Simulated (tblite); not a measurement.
Task: Write Cartesian coordinates for `CO[Si@@H](C)C=O` as optimised with GFN2-xTB.

Result: 
```
atom  x, y, z in Å
C1     2.250    0.046    0.535
O2     1.006   -0.584    0.381
Si3   -0.389   -0.032   -0.218
C4    -1.652   -1.362    0.239
C5    -0.873    1.652    0.587
O6    -0.083    2.346    1.182
H7     2.758    0.120   -0.429
H8     2.129    1.046    0.953
H9     2.849   -0.563    1.212
H10   -0.330    0.245   -1.661
H11   -1.639   -1.590    1.301
H12   -2.655   -1.044   -0.023
H13   -1.448   -2.283   -0.296
H14   -1.924    2.004    0.493
```

Any rigid rotation of these coordinates is as good. Atoms count from 1 in this order. The C–O distances run from 1.208 Å (C5=O6, drawn double) to 1.404 Å (C1–O2, drawn single), a spread of 0.196 Å. Si3 (oxygen-bound silicon) is distorted tetrahedral (angles from 104.3° to 113.4°). Of the pairs four or more bonds apart, O6···H8 is among the closest relative to their van der Waals radii: 2.58 Å, 95 % of the sum of Bondi's values. The 2 C–Si bonds span 1.890 Å (Si3–C4, drawn single) to 1.928 Å (Si3–C5, drawn single), a spread of 0.038 Å.

Bonds between heavy atoms (Å): C1–O2 1.404, O2–Si3 1.615, Si3–C4 1.890, Si3–C5 1.928, C5=O6 1.208.

The geometry is computed with GFN2-xTB (gas phase).

Point group: C1 (no symmetry element, even within 0.4 Å). Its GFN2-xTB frequencies are all real (lowest 54 cm⁻¹). The numbers are those of one conformer (C1–O2–Si3–C4 -169°, O2–Si3–C5–O6 18°).
